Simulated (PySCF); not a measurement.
Zn(OMe)(NH2) (CH5NOZn), SMILES C[O][Zn][NH2].

Geometry: PBE0-D3(BJ)/def2-SVP. The structure was generated by enumeration; whether it is a known compound was not checked. Other conformers were not sampled.

The numbers are results of PBE0/def2-TZVP (PySCF), not measurements.

Gas-phase values at a fixed geometry.

Computed frontier levels, gap, dipole moment and polarisability:
The highest occupied level is -7.07 eV, the lowest empty level is -0.68 eV and the orbital gap is 6.40 eV. The dipole moment is 2.20 D, the quadrupole, principal values (traceless, Buckingham form, about the centre of nuclear charge) is -3.79, -0.18, 3.97 D·Å and the mean static polarisability comes out as 47.8 bohr³ (7.08 Å³). The polarisability, principal values is 38.4, 39.4, 65.5 bohr³.
